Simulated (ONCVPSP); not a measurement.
**Pseudopotential generation for tungsten: ONCV, PBEsol, scalar-relativistic.**

ONCVPSP 4.0.1 was run on this input:

```
# ATOM AND REFERENCE CONFIGURATION
# atsym  z   nc   nv     iexc    psfile
  W 74.00   12    1  -116133      upf
#
#   n    l    f
    1    0    2.00
    2    0    2.00
    2    1    6.00
    3    0    2.00
    3    1    6.00
    3    2   10.00
    4    0    2.00
    4    1    6.00
    4    2   10.00
    4    3   14.00
    5    0    2.00
    5    1    6.00
    5    2    3.00
#
# PSEUDOPOTENTIAL AND OPTIMIZATION
# lmax
    2
#
#   l,   rc,      ep,       ncon, nbas, qcut
    0    1.65    0.14    5   10    4.30
    1    1.60    0.13    4    9    4.50
    2    1.80    0.00    4    9    5.10
#
# LOCAL POTENTIAL
# lloc, lpopt,  rc(5),   dvloc0
    4    4    1.35    0.00
#
# VANDERBILT-KLEINMAN-BYLANDER PROJECTORs
# l, nproj, debl
    0    2    1.20
    1    2    1.50
    2    2    1.90
#
# MODEL CORE CHARGE
# icmod, fcfact, rcfact
    1    0.35    0.00
#
# LOG DERIVATIVE ANALYSIS
# epsh1, epsh2, depsh
   -3.00    5.00    0.02
#
# OUTPUT GRID
# rlmax, drl
    6.00    0.01
#
# TEST CONFIGURATIONS
# ncnf
    4
# nvcnf
#   n    l    f
    2
    5    2    4.00
    6    0    2.00
#
    2
    5    2    4.00
    6    0    1.00
#
    1
    5    2    4.00
#
    2
    5    2    4.50
    6    0    1.50
#
```

Command:

```bash
oncvpsp.x < W.dat > W.out
```

Resulting log (shortened: citation, most of the input echo, consistency checks and plot data are left out):

```
[... start of the log left out ...]
    4    1    6.00    -1.6624905E+01
    4    2   10.00    -9.8253699E+00
    4    3   14.00    -2.2893828E+00
    5    0    2.00    -3.9691798E+00
    5    1    6.00    -2.6407911E+00
    5    2    3.00    -1.1439109E+00

Reference configufation results
  iterations    25
  all-electron total energy (Ha)   -1.61359284D+04

Begin loop to  construct optimized pseudo wave functions
and semi-local pseudopoentials for all angular momenta

WARNING wellstate: moderately localized bound state found for n= 6 l=  0
WARNING scattering state with energy  0.05000000
WARNING will be used for the first projector

   Wellstate for l =  0  n =  8
     eigenvalue =   0.0500
     asymptotic potential =   0.5500
     half-point radius =  6.6795

   Wellstate for l =  0  n =  8
     eigenvalue =   1.2500
     asymptotic potential =   1.7500
     half-point radius =  3.4833

Calculating optimized projector #   1

 for l=   0

    Fraction of norm inside rc  0.029681
    Optimizing pswf for qcut=   4.31 a_B^-1,  ecut=   9.29 Ha

optimize: ERROR ps0norm > uunorm, code will stop
```

The run stopped because the continuity conditions at rc already need more norm inside rc than the all-electron wave has, so norm conservation cannot be met.

The run took about 0.69 s on one core of a shared server CPU.
